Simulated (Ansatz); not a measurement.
System: C4F5, net charge 1, singlet state. SMILES of the parent species: FC1[C](F)C(C=1F)(F)F
Coordinates optimised at B3LYP-D3(BJ)/def2-TZVP (Ansatz, an electronic-structure program):
```xyz
9

F     -0.0963     2.2216     0.4439
C      0.0565     1.0013     0.1822
C      1.1627     0.2208    -0.1650
F      2.4065     0.4571    -0.3415
C      0.3617    -0.9218    -0.2416
F      0.5936    -2.1272    -0.5145
C     -0.9323    -0.1771     0.1323
F     -1.4804    -0.5189     1.2889
F     -1.8558    -0.1147    -0.8155
```
Charge +1, spin multiplicity 1.

Task: Give the harmonic wavenumbers at B3LYP-D3(BJ)/def2-TZVP (Ansatz, finite differences of forces, unscaled).

Result: 83, 185, 206, 233, 266, 287, 450, 506, 595, 688, 700, 757, 833, 990, 1037, 1212, 1226, 1333, 1529, 1553, 1816 cm⁻¹. Zero-point energy 23.6 kcal/mol.

Task: From these and the geometry, give the ideal-gas thermochemistry at 298.15 K and 1 atm (rigid rotor, harmonic oscillator).

Result: Point group C2v, rotational symmetry number 2. Rotational constants 1.931, 1.659, 1.061 GHz. S(trans) 40.78, S(rot) 27.56, S(vib) 16.40, S(elec, spin only) 0.00, S 84.7 cal/(mol K). H(298) - H(0) 5.18 kcal/mol; G - E(el) 3.5 kcal/mol.
